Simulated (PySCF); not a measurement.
## Excitation energy of Ru by level of theory

Ru [Kr] 4d7 5s1 (5F) → Ru [Kr] 4d6 5s1 5p1 (high-spin determinant), as a difference of total energies. Computed with PySCF 2.14 in ANO-RCC-VTZP (7s6p4d2f1g, 68 functions), with the spin-free X2C one-electron Hamiltonian (Gaussian nucleus). Correlated levels: valence and next inner shell: [Ar] 3d10 frozen. The calculations carry no spin-orbit coupling.

| method | excitation energy (cm⁻¹) |
| --- | --- |
| UHF | 14057 |
| MP2 (valence and next inner shell) | 24867 |
| SCS-MP2 (valence and next inner shell) | 25855 |
| CCSD (valence and next inner shell) | 23449 |
| CCSD(T) (valence and next inner shell) | 24135 |

A first-order spin-orbit estimate (lowest level to lowest level, LS coupling) adds 0.120 eV.

The basis was made for the ground configuration and has no added diffuse functions, so the excitation energy can come out too high.

The determinant of the upper state mixes LS terms, which raises its energy above the lowest term, most at the Hartree-Fock and MP2 levels.
